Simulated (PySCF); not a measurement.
# Antimony: a sound run and one with changed settings

Sound run: Sb+ [Kr] 4d10 5s2 5p2, Sb(2+) [Kr] 4d10 5s2 5p1. Calculation: PySCF 2.14, in x2c-TZVPall (8s6p4d2f, 60 functions); scalar relativity by spin-free X2C-1e. In the sound run the correlated levels freeze [Kr] 4d10. The sound run starts from symmetry-adapted Hartree-Fock orbitals and uses a fine grid where one is needed.

Changed run: all electrons correlated in a basis built for the valence shell.

```
species  method  sound run (hartree)  changed run (hartree)  converged
    Sb+     MP2          -6477.68147            -6478.03260        yes
 Sb(2+)     MP2          -6477.08211            -6477.42654        yes
```

Ionisation energy of Sb+:

```
 method  sound run (eV)  changed run (eV)
    UHF          16.010            16.010
    MP2          16.310            16.492
SCS-MP2          16.247            16.368
```

A valence basis has no tight correlating functions, so it recovers only part of the core correlation, and not evenly between atom and ion.

For comparison, NIST gives 16.626 ± 0.025 eV between the lowest levels.
